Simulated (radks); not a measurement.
Task: Valence configurations of C+ (all share [He]). Method: non-relativistic Kohn-Sham, LDA (Slater exchange, Perdew-Wang correlation), spin-polarised, spherical densities, point nucleus; open shells are filled with parallel spins first; computed with a radial shooting solver on a logarithmic mesh with Libxc functionals. Order these by energy: 2s1 2p2; 2s2 2p1; 2s0.5 2p2.5; 2p3; 2s1.5 2p1.5.

Result: From the lowest, in eV above it: 2s2 2p1 0.000; 2s1.5 2p1.5 2.931; 2s1 2p2 4.802; 2s0.5 2p2.5 9.073; 2p3 13.340. NIST lists [He] 2s2 2p1 as the ground configuration; this level of theory agrees among the configurations tried. The energies are those of spherical high-spin densities, not of single terms.
